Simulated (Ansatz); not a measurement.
Consider the ligand exchange at the Si–C bond: `C=CC([SiH3])=S` + `C[O][Mg][OH]` → `C[O][Mg][O][SiH3]` + `C=CC=S`.

Gas-phase electronic energies from Ansatz, PBE0-D4/def2-TZVP geometries. CCSD(T)/CBS adds triple-zeta CCSD(T) − MP2 to the extrapolated MP2 energy (def2 sets, frozen cores). DFT in def2-TZVPP. B3LYP here is the variant with VWN-RPA as its local correlation; programs differ in this. For Mg outer-core shells are correlated without core-valence functions, which leaves a few kJ/mol of doubt a bond. One conformer a species, not always the lowest.

| level | ΔE (kJ/mol) | difference from CCSD(T)/CBS |
| --- | --- | --- |
| PBE-D4 | -124.5 | 17.7 |
| r2SCAN-D4 | -141.2 | 1.0 |
| B3LYP-D4 | -139.8 | 2.4 |
| B2PLYP | -147.0 | -4.8 |
| PBE | -130.1 | 12.1 |
| r2SCAN | -142.5 | -0.3 |
| PBE0 | -137.7 | 4.5 |
| B3LYP | -149.0 | -6.8 |
| HF/def2-TZVPP | -174.3 | -32.1 |
| SCS-MP2/def2-TZVPP | -147.7 | -5.5 |
| CCSD(T)/def2-TZVPP | -142.9 | -0.7 |
| HF/def2-QZVPP | -177.1 | -34.9 |
| SCS-MP2/def2-QZVPP | -148.1 | -5.9 |
| HF/CBS(def2) | -177.4 | -35.2 |
| MP2/CBS(def2) | -139.8 | 2.4 |
| CCSD/CBS(def2) | -147.8 | -5.6 |
| CCSD(T)/CBS | -142.2 | 0 |

Largest T1 diagnostic among the species: 0.017.

The D4 term adds +9.2 kJ/mol with B3LYP and +4.9 kJ/mol with PBE0; it sums over pairs of atoms, weighted by their polarisabilities, and B3LYP, whose exchange is more repulsive, gets the larger term. From PBE to PBE0 (25 % exact exchange), in def2-TZVPP and without D4, ΔE moves by −7.6 kJ/mol. In def2-TZVPP, CCSD(T) changes the Hartree–Fock value by +31.4 kJ/mol (the triples alone add +5.6 kJ/mol) and MP2 by +33.8 kJ/mol.
